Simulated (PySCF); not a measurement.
## Interval between two levels of Ne⁺ by level of theory

Ne⁺ [He] 2s2 2p5 [2P3/2, M_J = 3/2] → Ne⁺ [He] 2s1 2p5 3s1 [4P5/2, M_J = 5/2], as a difference of total energies. Computed with PySCF 2.14 in x2c-TZVPall-2c with one added diffuse shell each of s, p, d type (6s4p3d1f, 40 functions), with the two-component X2C-1e Hamiltonian. Correlated levels: 1s2 frozen. "Screened" scales the spin-orbit matrix elements by Boettger's factors to mimic the two-electron term; Breit and QED terms are absent.

```csv
method,interval between two levels (cm⁻¹)
GHF (spin-free),424540
GMP2 (spin-free),423010
GHF (screened spin-orbit),424510
GMP2 (screened spin-orbit),422990
```

The labels give the starting determinants; with spin-orbit coupling the two ends relaxed to ⟨J²⟩ = 3.75, ⟨L²⟩ = 2.00, ⟨S²⟩ = 0.75 and ⟨J²⟩ = 8.75, ⟨L²⟩ = 2.00, ⟨S²⟩ = 3.75.

The promoted electron is Rydberg-like, and one or two diffuse shells describe it only roughly, which tends to raise the upper state.
